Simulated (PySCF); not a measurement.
C₂H₄F₂OSi, SMILES O=C[Si@@H](F)CF. Atoms are numbered in the order given.

```xyz
10

O      1.8073     0.3808    -1.6707
C      1.7870     0.0810    -0.4954
Si     0.1131    -0.4907     0.2635
F      0.2412    -0.4748     1.8894
C     -1.1881     0.7412    -0.3338
F     -2.4683     0.2516    -0.1186
H      2.7262     0.1393     0.1235
H     -0.2082    -1.8726    -0.1706
H     -1.0320     0.9171    -1.4144
H     -1.0769     1.7150     0.1776
```
Charge 0, spin multiplicity 1.

The structure is a stationary point at B3LYP-D3(BJ)/def2-SVP. The structure was generated by enumeration; whether it is a known compound was not checked. The values are those of a single conformer.

Calculation: PySCF with B3LYP/def2-TZVP.

Isolated molecule, no solvent.

Problem. Estimate the frontier levels, gap, dipole moment and polarisability. (Estimate from the structure and the level; the computed values follow.)

Solution. 
* **highest occupied level**: -7.32 eV
* **lowest empty level**: -2.47 eV
* **orbital gap**: 4.85 eV
* **dipole moment**: 1.07 D
* **quadrupole, principal values (traceless, Buckingham form, about the centre of nuclear charge)**: -10.65, 2.12, 8.53 D·Å
* **mean static polarisability**: 50.9 bohr³ (7.54 Å³)
* **polarisability, principal values**: 43.5, 51.5, 57.6 bohr³
